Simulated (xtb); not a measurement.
H₂Te, charge +1, doublet, geometry from GFN2-xTB of the parent state (a state made from the parent by changing its charge; the spin is typed, not shown lowest).

The xtb input:
```
$ xtb mol.xyz --gfn 1 --chrg 1 --uhf 1 --json

# file mol.xyz
3

Te    -0.00025927     0.04373338     0.00203842
H     -1.13139252    -1.14269398    -0.07705391
H      1.14487465    -1.13144164    -0.02894369
```

Question: What total energy does GFN1-xTB in xtb 6.7.1 give?

Answer: -4.3048 Eh

Question: Predict the partial charges in atom order from GFN1-xTB.

Answer: Te1 0.52, H2 0.24, H3 0.24
